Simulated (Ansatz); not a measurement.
C3H8As, SMILES [C]([AsH2])(C)C, multiplicity 2.

Geometry: B3LYP-D3(BJ)/def2-SVP. The isomer is the one that the SMILES or the coordinates give; other isomers of the formula were not compared.

Two levels are set side by side: PBE/def2-SVPD (Ansatz, a quantum-chemistry and plane-wave program) and PBE0/def2-SVPD (Ansatz). Energy differences of separate SCF runs at the same geometry; the states with an electron removed or added have multiplicity 1 and 1. Differences are taken from unrounded values.

```tsv
quantity	PBE0	PBE	PBE minus PBE0
vertical ionisation energy (eV)	7.10	6.88	-0.22
```
